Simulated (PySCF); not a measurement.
C2H5F3OSi (SMILES CO[SiH2]C(F)(F)F), singlet, geometry from GFN2-xTB. Base run: B3LYP/6-31G, polarisability in PySCF.

Input for PySCF:
```python
from pyscf import gto, scf, dft
from pyscf.prop import polarizability

mol = gto.Mole()
mol.atom = '''
    Si   -0.28769318   -1.17124958   -0.17521227
    O    -1.70255545   -0.53096281   -0.56804515
    C    -2.57249586    0.40195440    0.02455109
    C     0.99160853    0.27910437    0.13104267
    F     1.12878821    1.08724695   -0.94073656
    F     0.60416457    1.08811612    1.14783610
    F     2.23523275   -0.13314782    0.44575132
    H     0.08599922   -1.83819240   -1.40426141
    H    -0.24661921   -1.90926796    1.08437529
    H    -3.30550782    0.68988640   -0.72886493
    H    -3.08386434   -0.04975102    0.87582922
    H    -2.03020554    1.28623183    0.36103457
'''
mol.basis = '6-31g'
mol.verbose = 4
mol.build()

mf = dft.RKS(mol)
mf.xc = 'b3lyp'
mf.kernel()
alpha = mf.Polarizability().polarizability()[2, 2]
print('alpha_zz =', alpha)
```

Variants of this job, named by their change:

```
change                                         alpha_zz (bohr³)  basis functions  core-seconds (rough)
---------------------------------------------  ----------------  ---------------  --------------------
base                                                      41.09               77                    20
functional = pbe0                                         41.12               77                    20
functional = hf                                      (withheld)               77                     3
finite field (a.u.) = 2e-4; conv_tol = 1e-6               41.61               77                    10
finite field (a.u.) = 0.005; conv_tol = 1e-11             41.09               77                    30
finite field (a.u.) = 2e-4; conv_tol = 1e-11              41.09               77                    20
basis = 6-31+G*                                           50.07              140                    60
finite field (a.u.) = 0.02; conv_tol = 1e-11              41.11               77                    30
basis = cc-pVDZ                                           44.17              127                    60
finite field (a.u.) = 0.001; conv_tol = 1e-11             41.09               77                    20
finite field (a.u.) = 0.001; conv_tol = 1e-6              41.08               77                    20
basis = STO-3G                                            23.50               44                    10
```

**Question.** Fill in the missing entries.

**Answer.** 
- functional = hf, alpha_zz (bohr³): 39.34

Finite-field rows take the second difference of the energy in a field along z; a small field with loose convergence shows SCF noise divided by the square of the field, and a large one adds hyperpolarisability.
